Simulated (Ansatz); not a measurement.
Program: Ansatz. Geometries: PBE0-D4/def2-TZVP. ΔE: electronic, gas phase. CBS: MP2 limit from def2 TZ/QZ plus the TZ coupled-cluster correction, frozen cores. This one scheme is used for every species. DFT in def2-TZVPP. B3LYP here is the variant with VWN-RPA as its local correlation; programs differ in this. For Ge outer-core shells are correlated without core-valence functions, which leaves a few kJ/mol of doubt a bond. Scalar relativity is left out up to krypton.

`[F][Ge]([F])([F])[F]` + `C#CC#C` → `C#[C][Ge]([F])([F])[F]` + `C#CF`  (formal exchange of groups at a Ge–F bond)

(1) Is it downhill or uphill in electronic energy at CCSD(T)/CBS, and by how much? (Best estimate.)

(2) What do these levels give: B3LYP-D4, revPBE, B3LYP, BHLYP, CCSD/def2-SVP, MP2/CBS(def2)? (Estimate.)

Largest T1 diagnostic among the species: 0.014.

Results:

(1) Ansatz gave: Uphill: ΔE = +176.7 kJ/mol.

(2) The calculation gave: B3LYP-D4 181.6, revPBE 181.6, B3LYP 183.4, BHLYP 180.4, CCSD/def2-SVP 168.3, MP2/CBS(def2) 191.3 kJ/mol.

From PBE to PBE0 (25 % exact exchange), in def2-TZVPP and without D4, ΔE moves by −3.6 kJ/mol. Leaving LDA and LC-ωPBE aside and taking each functional with its dispersion term where it has one, the values, not all of them listed here, spread over 26.4 kJ/mol, from ωB97X-V to B97M-V. LDA lies −3.7 kJ/mol from PBE without D4.
